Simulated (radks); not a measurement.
Question: Species: N2+. Configuration: [He] 2s2 2p1. All-electron calculation, scalar-relativistic Kohn-Sham, r2SCAN, spin-polarised, spherical densities, finite nucleus; open shells are filled with parallel spins first; meta-GGA in the generalised Kohn-Sham scheme; Fermi nuclear charge, rms radius 2.5582 fm. Program: a radial shooting solver on a logarithmic mesh with Libxc functionals. Some entries of the table are withheld. Estimate them.

orbital,occ.,eigenvalue (eV),<r> (bohr)
1s up,1,(1),0.2291
1s down,1,(2),0.2283
2s up,1,-51.3210,1.163
2s down,1,-48.1400,1.186
2p up,1,-38.5843,1.130
2p down,0,-35.4056,1.165

Answer: 
(1) 1s up eigenvalue (eV): -429.0407
(2) 1s down eigenvalue (eV): -428.0050
